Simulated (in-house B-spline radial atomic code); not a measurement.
Radial electron density of Ge7+, [Ar] 3d6 4s1. Level of theory: Dirac-Hartree-Fock, average of configuration, Fermi nucleus of rms radius 4.0742 fm; calculated with an all-electron radial atomic-structure program (B-spline basis).

Columns: r (bohr), 4πr²n(r) (electrons per bohr), bar.

```
 0.00198    1.157 #
 0.00239    1.626 ##
  0.0029    2.292 ##
 0.00351    3.195 ###
 0.00426    4.439 ####
 0.00516    6.084 ######
 0.00625    8.237 ########
 0.00757    10.99 ###########
 0.00917    14.41 ##############
  0.0111    18.48 ##################
  0.0135    23.22 #######################
  0.0163    28.06 ###########################
  0.0197    32.75 ################################
  0.0239    36.71 ####################################
   0.029    39.12 ######################################
  0.0351    39.47 ######################################
  0.0425    37.78 #####################################
  0.0515    34.88 ##################################
  0.0624    32.43 ###############################
  0.0756    32.31 ###############################
  0.0916    35.51 ##################################
   0.111    40.96 ########################################
   0.134    45.35 ############################################
   0.163     45.1 ############################################
   0.197    38.88 ######################################
   0.239    29.39 #############################
    0.29    22.42 ######################
   0.351    21.57 #####################
   0.425    24.75 ########################
   0.515    26.39 ##########################
   0.624    22.82 ######################
   0.756    15.43 ###############
   0.916    8.244 ########
    1.11    3.799 ####
    1.34     1.85 ##
    1.63   0.9593 #
    1.97   0.4363 
    2.39    0.132 
    2.89  0.02414 
    3.51 0.002202 
    4.25 9.613e-05 
    5.15 1.623e-06
```

On this grid the curve has 3 maxima, near 0.0351, 0.134, 0.515 bohr.

The 3d3/2 radial function P(r) = rR(r), positive near the nucleus, with its small component Q(r) (sign convention: Q ≈ (P' + κP/r)/2c):

```json
{"r (bohr)": "0.0163", "P": "0.002008", "Q": "0.00204"}
{"r (bohr)": "0.0239", "P": "0.005714", "Q": "0.003976"}
{"r (bohr)": "0.0351", "P": "0.01589", "Q": "0.007461"}
{"r (bohr)": "0.0515", "P": "0.04218", "Q": "0.01319"}
{"r (bohr)": "0.0756", "P": "0.1052", "Q": "0.02154"}
{"r (bohr)": "0.111", "P": "0.24", "Q": "0.03144"}
{"r (bohr)": "0.163", "P": "0.4854", "Q": "0.03949"}
{"r (bohr)": "0.239", "P": "0.8365", "Q": "0.04053"}
{"r (bohr)": "0.351", "P": "1.177", "Q": "0.03149"}
{"r (bohr)": "0.515", "P": "1.275", "Q": "0.01637"}
{"r (bohr)": "0.756", "P": "0.9949", "Q": "0.004104"}
{"r (bohr)": "1.11", "P": "0.5071", "Q": "-0.0007305"}
{"r (bohr)": "1.63", "P": "0.1419", "Q": "-0.0007349"}
{"r (bohr)": "2.39", "P": "0.01658", "Q": "-0.0001288"}
```
